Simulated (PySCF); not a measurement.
Al(Me)(Cl) (CH₃AlCl), SMILES [CH3][Al][Cl], multiplicity 2.

Geometry: B3LYP-D3(BJ)/def2-TZVP. The spin state was assumed, not searched. The isomer is the one that the SMILES or the coordinates give; other isomers of the formula were not compared.

Two levels are set side by side: PBE/def2-TZVPD (PySCF) and PBE0/def2-TZVPD (PySCF). Same geometry, gas phase. Differences are taken from unrounded values.

```csv
quantity,PBE0
α-spin orbital gap (eV),4.17
β-spin orbital gap (eV),6.17
dipole moment (D),2.10
mean polarisability (bohr³),64.8
```

Problem. What does PBE give, and how far is it from PBE0? (An estimate is asked for; the answer gives what the named calculation found.)

Solution. 
```json
[
 {"quantity": "α-spin orbital gap (eV)", "PBE": "2.42", "PBE minus PBE0": "-1.75"},
 {"quantity": "β-spin orbital gap (eV)", "PBE": "4.13", "PBE minus PBE0": "-2.04"},
 {"quantity": "dipole moment (D)", "PBE": "2.02", "PBE minus PBE0": "-0.07"},
 {"quantity": "mean polarisability (bohr³)", "PBE": "67.9", "PBE minus PBE0": "3.0"}
]
```

PBE's more diffuse valence density responds more strongly to a field. Differences between two approximate levels are no errors against the true value.

Rough cost on one machine, each run with all the roots and properties that it gave: PBE0 against PBE within a factor of 2.
